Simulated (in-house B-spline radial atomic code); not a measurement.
Ionising Sc14+ with different functionals

Computed with a radial B-spline atomic code at the basis-set limit: scalar-relativistic (spin-free X2C) Hamiltonian, Fermi nucleus of rms radius 3.5459 fm, spin-polarised at highest spin, spherical fractional occupations for the functionals, the average over the highest-spin determinants for Hartree-Fock. The ionisation energy is the difference of two self-consistent energies, [He] 2s2 2p3 → [He] 2s2 2p2, without Breit or QED terms; ε is the level of the shell that loses the electron (its least bound occupied spin orbital).

Hybrids are left out here: with spherical fractional occupations of an open shell their exact exchange keeps a self-interaction that integer-occupation calculations don't have.

```
      method          rung  ΔSCF (eV)  -ε(2p) (eV)
Hartree-Fock  Hartree-Fock     930.69       932.22
         PBE           GGA          ?            ?
        BP86           GGA     930.92       891.40
        SCAN      meta-GGA          ?            ?
        TPSS      meta-GGA     931.62       892.27
```

(1) What does SCAN give?

(2) What does PBE give?

(3) How do they compare with the NIST value?

Answers

(1) ΔSCF 935.08 eV, and -ε(2p) = 896.46 eV.

(2) ΔSCF 930.77 eV, and -ε(2p) = 891.28 eV.

(3) NIST lists 926.5 eV ± 0.7 (semi-empirical, ground level to ground level). Errors run from +4.19 to +8.58 eV; Hartree-Fock is closest (+4.19 eV), though others lie within the uncertainty of it, and part of that can be cancellation, since the calculations leave out spin-orbit coupling, Breit-QED terms, multiplet and fine-structure energies. Hartree-Fock also lacks correlation.
